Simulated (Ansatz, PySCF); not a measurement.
The pair A = N2 (SMILES N#N) (first 2 atoms), B = GeH4 (SMILES [GeH4]); geometry from B3LYP-D3(BJ)/def2-TZVP.
(charge 0, multiplicity 1):
```xyz
7

N     -0.2136    -0.0766    -1.1125
N     -0.5000     0.3781    -0.1633
Ge     0.1417    -0.0591     3.3546
H      0.5198    -0.3805     4.8089
H     -0.5392    -1.2822     2.7233
H      1.4116     0.2837     2.5621
H     -0.8204     1.1366     3.3268
```

Correlated levels freeze the cores. Filled d and f shells under p-block atoms count as core. Rows in 6-31G* carry no dispersion term and start afresh at each structure (6-31G* with six Cartesian d functions); the Pople sets are all-electron and without relativity.

Programs: Ansatz (a first-principles code); PySCF for 6-31G* rows. 

Total energies (hartree), monomers frozen at their geometry in the pair:

```tsv
structure	PBE/def2-TZVPPD	B3LYP/6-31G*	CCSD(T)/aug-cc-pVDZ
AB	-2188.5113462	-2188.6772925	-2187.0896662
A in the pair's basis	-109.4523749	-109.5246291	-109.2933504
B in the pair's basis	-2079.0587564	-2079.1532904	-2077.7956496
A	-109.4523157	-109.5234899	-109.2928412
B	-2079.0586888	-2079.1532478	-2077.7952083
```

Task: Work out the interaction energy without and with the counterpoise correction, and the superposition error, for each level.

Result: 
E(AB) − E(A) − E(B), times 627.509 kcal/mol, with the monomers in their own basis and then in the pair's basis:
- PBE/def2-TZVPPD: -0.21 uncorrected, -0.13 corrected; the monomers gain 0.08 kcal/mol from borrowed functions
- B3LYP/6-31G*: -0.35 uncorrected, 0.39 corrected; the monomers gain 0.74 kcal/mol from borrowed functions
- CCSD(T)/aug-cc-pVDZ: -1.01 uncorrected, -0.42 corrected; the monomers gain 0.60 kcal/mol from borrowed functions
